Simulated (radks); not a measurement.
Values are calculated unless marked as measured or tabulated.
Task: These are the eigenvalues of the occupied orbitals of an atom or ion with whole-number occupations (eV). Level of theory: scalar-relativistic Kohn-Sham, PBEsol, spin-polarised, spherical densities, finite nucleus; Fermi nuclear charge, rms radius of each element as measured or else 0.836 A^(1/3) + 0.57 fm (a radial shooting solver on a logarithmic mesh with Libxc functionals).

| orbital | eigenvalue |
|---|---|
| 1s up | -11719.65 |
| 1s down | -11719.55 |
| 2s up | -1495.211 |
| 2s down | -1495.168 |
| 2p up | -1312.693 |
| 2p down | -1312.612 |
| 3s up | -199.5852 |
| 3s down | -199.4731 |
| 3p up | -143.1580 |
| 3p down | -143.0258 |
| 3d up | -50.3581 |
| 3d down | -50.1368 |
| 4s up | -24.1021 |
| 4s down | -22.2070 |
| 4p up | -14.0860 |

Which element is it, and in what charge state? The configuration may be excited. Open shells, if any, are filled with parallel spins first.

Result: Z = 33, arsenic, charge +1: As+ in [Ar] 3d10 4s2 4p2. The list shows which subshells hold electrons but not how many an open one holds; the 1s level, -430.69 hartree, gives Z - s = 29.3 by -(Z - s)^2/2, which with screening and relativity narrows Z to a few neighbours, and the depths of the outer levels then fix element, charge and occupations together.
